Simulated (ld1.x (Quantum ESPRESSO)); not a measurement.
**Scattering properties, TM potential for Cl (Z = 17)**

* Element: chlorine (Cl)
* Generator: ld1.x (Quantum ESPRESSO) 7.5
* Type: norm-conserving Troullier–Martins (Kleinman–Bylander form)
* Functional: BP86
* Relativity: fully relativistic
* Frozen core: [Ne]
* Valence charge: 7
* Reference configuration: 3s2 3p5
* Partial waves: 3s (bound): rc 1.30 bohr; 3p (bound): rc 1.15 bohr; 3d channel at -0.1 Ry: rc 1.35 bohr
* Local potential: the d channel
* Core correction: Bessel-smoothed model core inside 0.76 bohr

Open shells are filled in proportion to 2j + 1 (rel_dist='average').

The phase is arctan(r·u′/u) with u = r·R(r), unwrapped; energies in Ry, scanned from -4 to 5 Ry. A pole is an energy at which the radial function vanishes at the test radius. The pseudo phase is shifted by a multiple of π to meet the all-electron one at the reference energy, and phase errors are pseudo minus all-electron; the curves can meet again beyond the range given. Levels narrower than the energy grid can be missing from the lists of poles.

Q: For each channel, where are the poles, and over which energies does the pseudopotential scatter like the atom?

A:

| channel | radius (bohr) | reference energy (Ry) | poles, all-electron | poles, pseudo | unbroken range about the reference energy with phases within 0.05 rad | phase error 1 Ry above the reference energy (rad) |
| --- | --- | --- | --- | --- | --- | --- |
| s | 1.51 | -1.53 | 3.25 | 1.65, 4.83 | below 1.1 | -0.008 |
| p1/2 | 1.51 | -0.64 | 4.47 | 3.99 | the whole range | -0.005 |
| p3/2 | 1.51 | -0.64 | 4.52 | 4.01 | the whole range | -0.005 |
| d3/2 | 1.51 | -0.10 | none | none | the whole range | +0.003 |
| d5/2 | 1.51 | -0.10 | none | none | the whole range | +0.001 |

Phases in the s channel:

| E (Ry) | all-electron | pseudo |
| --- | --- | --- |
| -4.00 | 0.951 | 0.943 |
| -3.76 | 0.898 | 0.889 |
| -3.52 | 0.833 | 0.824 |
| -3.28 | 0.752 | 0.743 |
| -3.04 | 0.653 | 0.644 |
| -2.80 | 0.528 | 0.519 |
| -2.56 | 0.373 | 0.365 |
| -2.32 | 0.184 | 0.178 |
| -2.08 | -0.032 | -0.036 |
| -1.84 | -0.260 | -0.262 |
| -1.60 | -0.478 | -0.479 |
| -1.36 | -0.670 | -0.670 |
| -1.12 | -0.828 | -0.830 |
| -0.88 | -0.956 | -0.959 |
| -0.64 | -1.057 | -1.064 |
| -0.40 | -1.139 | -1.149 |
| -0.16 | -1.206 | -1.219 |
| 0.08 | -1.261 | -1.278 |
| 0.32 | -1.307 | -1.329 |
| 0.56 | -1.346 | -1.373 |
| 0.80 | -1.380 | -1.414 |
| 1.04 | -1.409 | -1.454 |
| 1.28 | -1.435 | -1.494 |
| 1.52 | -1.457 | -1.540 |
| 1.76 | -1.478 | -1.602 |
| 2.00 | -1.496 | -1.716 |
| 2.24 | -1.513 | -2.146 |
| 2.48 | -1.528 | -4.034 |
| 2.72 | -1.542 | -4.423 |
| 2.96 | -1.556 | -4.527 |
| 3.20 | -1.568 | -4.580 |
| 3.44 | -1.580 | -4.614 |
| 3.68 | -1.591 | -4.638 |
| 3.92 | -1.602 | -4.658 |
| 4.16 | -1.612 | -4.675 |
| 4.40 | -1.622 | -4.690 |
| 4.64 | -1.632 | -4.703 |
| 4.88 | -1.641 | -4.715 |
